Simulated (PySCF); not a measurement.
Isomers of C7H16OSi, from PBE0-D3(BJ)/def2-SVP geometry optimisation, gas phase in PySCF 2.14.0. One conformer each, no zero-point energy, no frequencies.

**Question.** Which isomer lies lower at this level?
A. `[CH3:1][CH2:2][O:3][Si@@H:4]1[CH2:5][CH2:6][C@@H:7]([CH3:8])[CH2:9]1` with C1–C2–O3–Si4 -177°, C2–O3–Si4–C5 -70°, O3–Si4–C5–C6 -125°, Si4–C5–C6–C7 35°, C5–C6–C7–C8 -176°, C6–C7–C9–Si4 38°: A = 2954, B = 658.5, C = 615.9 MHz, dipole 0.77 D
B. `[CH3:1][C:2]([CH3:3])([CH3:4])[Si@@H:5]([OH:6])[CH:7]1[CH2:8][CH2:9]1` with C2–Si5–O6–H 173°, C2–Si5–C7–C8 86°: A = 2021, B = 954.7, C = 790.9 MHz, dipole 1.48 D

**Answer.** A. That is `CCO[Si@@H]1CC[C@@H](C)C1`, 14.1 kcal/mol below the other.

| SMILES | mapped SMILES | E (Eh) | relative (kcal/mol) | relative (kJ/mol) | dipole (D) |
| --- | --- | --- | --- | --- | --- |
| CCO[Si@@H]1CC[C@@H](C)C1 | [CH3:1][CH2:2][O:3][Si@@H:4]1[CH2:5][CH2:6][C@@H:7]([CH3:8])[CH2:9]1 | -640.28350 | 0.0 | 0.0 | 0.77 |
| CC(C)(C)[Si@@H](O)C1CC1 | [CH3:1][C:2]([CH3:3])([CH3:4])[Si@@H:5]([OH:6])[CH:7]1[CH2:8][CH2:9]1 | -640.26111 | 14.1 | 58.8 | 1.48 |

As drawn, the higher has a three-membered ring and an O–H bond, which the lower lacks.
